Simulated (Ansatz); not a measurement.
Reaction (hydrogen abstraction from a Ge–H bond): `[SH][GeH]([Cl])[Cl]` + H• → `[SH][Ge]([Cl])[Cl]`• + H₂

Gas-phase electronic energies from Ansatz, PBE0-D4/def2-TZVP geometries. CBS: MP2 limit from def2 TZ/QZ plus the TZ coupled-cluster correction, frozen cores. This one scheme is used for every species, atoms too. DFT in def2-TZVPP. Open shells (•) are unrestricted, without spin–orbit coupling. For Ge outer-core shells are correlated without core-valence functions, so the limit isn't a true one: a few kJ/mol of doubt a bond, and 10 to 20 or more in all where bonds break to atoms. Scalar relativity is left out up to krypton. One conformer a species, not always the lowest.

```json
{"level": "PBE", "ΔE (kJ/mol)": "-125.3"}
{"level": "BLYP", "ΔE (kJ/mol)": "-149.6"}
{"level": "HF/def2-TZVPP", "ΔE (kJ/mol)": "-73.2"}
{"level": "MP2/def2-TZVPP", "ΔE (kJ/mol)": "-88.0"}
```

**Question.** What does CCSD(T)/CBS give? (Best estimate.)

**Answer.** Computed: -103.4 kJ/mol. The listed levels differ from it by -21.9, -46.2, 30.2, 15.4 kJ/mol.

Largest T1 diagnostic among the species: 0.013.

From BLYP to BHLYP (50 % exact exchange), in def2-TZVPP and without D4, ΔE moves by +34.9 kJ/mol. Leaving LDA and LC-ωPBE aside and taking each functional with its dispersion term where it has one, the values, not all of them listed here, spread over 53.1 kJ/mol, from BLYP-D4 to PBE-QIDH. LDA lies +7.0 kJ/mol from PBE without D4. In def2-TZVPP, CCSD(T) changes the Hartree–Fock value by −28.7 kJ/mol (the triples alone add −1.3 kJ/mol) and MP2 by −14.8 kJ/mol.
